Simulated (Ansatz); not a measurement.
`COB(N)O` and `COBO` differ in one atom or group.

Ansatz, PBE0-D4/def2-TZVP geometries, multiplicity 1. Each molecule was computed in one conformer, which needn't be the lowest.

```json
{"property": "size of the dipole moment (ωB97M-V/def2-TZVPP) / D", "`COB(N)O`": "1.87"}
{"property": "HOMO–LUMO gap (PBE0/def2-TZVPP) / eV", "`COB(N)O`": "8.44"}
{"property": "LUMO energy (PBE/def2-TZVPP) / eV", "`COB(N)O`": "0.06"}
{"property": "HOMO energy (PBE/def2-TZVPP) / eV", "`COB(N)O`": "-6.08"}
{"property": "zero-point energy (PBE0-D4/def2-TZVP) / kJ/mol", "`COB(N)O`": "234.0"}
{"property": "HOMO energy (B3LYP/def2-TZVPP) / eV", "`COB(N)O`": "-7.33"}
```

**Question.** What does the change do to each property? (Best estimate.)

**Answer.** Computed: 
```json
{"property": "size of the dipole moment (ωB97M-V/def2-TZVPP) / D", "`COBO`": "1.81", "shift": "-0.06"}
{"property": "HOMO–LUMO gap (PBE0/def2-TZVPP) / eV", "`COBO`": "9.57", "shift": "1.13"}
{"property": "LUMO energy (PBE/def2-TZVPP) / eV", "`COBO`": "-0.05", "shift": "-0.11"}
{"property": "HOMO energy (PBE/def2-TZVPP) / eV", "`COBO`": "-7.07", "shift": "-0.99"}
{"property": "zero-point energy (PBE0-D4/def2-TZVP) / kJ/mol", "`COBO`": "186.0", "shift": "-48.0"}
{"property": "HOMO energy (B3LYP/def2-TZVPP) / eV", "`COBO`": "-8.39", "shift": "-1.06"}
```

With PBE0 the HOMO falls by 1.07 eV and the LUMO rises by 0.07 eV, so the gap widens by about 1.14 eV. PBE moves the HOMO by -0.99 eV and ωB97M-V by -1.05 eV. The zero-point energy changes by -48.0 kJ/mol with -6 modes. Dipoles are sizes alone; their direction can turn.

B3LYP here is the variant with VWN-RPA as its local correlation; programs differ in this.
